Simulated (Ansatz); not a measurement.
Cs₂Cl₂⁺. Total charge 1; doublet. Geometry PBE-D4/def2-TZVP; atoms count from 1.

```xyz
4

Cs   -2.2755   -1.5602    1.3259
Cs    2.2755    1.5602   -1.3259
Cl    0.8118   -1.0414    0.1678
Cl   -0.8118    1.0414   -0.1677
```

In the def2 sets Cs takes a core potential; there is no spin–orbit coupling. In the charge 1 doublet, Cl3 and Cl4 lie 2.66 Å apart (atoms count from 1), so these atoms are partly bonded to each other. The structure comes from a short search, and lower isomers may exist.

(1) Estimate the Mulliken populations from the PBE0/def2-TZVP orbitals of Ansatz.

(2) Where does the spin sit?

Answers

(1) 
| atom | charge (e) | spin (α − β) |
| --- | --- | --- |
| Cs1 | 0.90 | -0.01 |
| Cs2 | 0.90 | -0.01 |
| Cl3 | -0.40 | 0.51 |
| Cl4 | -0.40 | 0.51 |
Mulliken values and Mayer orders depend strongly on the basis.

(2) Summed by element: Cs -0.01, Cl 1.01, of 1 unpaired in all. Largest on single atoms: Cl3 0.51, Cl4 0.51, Cs1 -0.01.
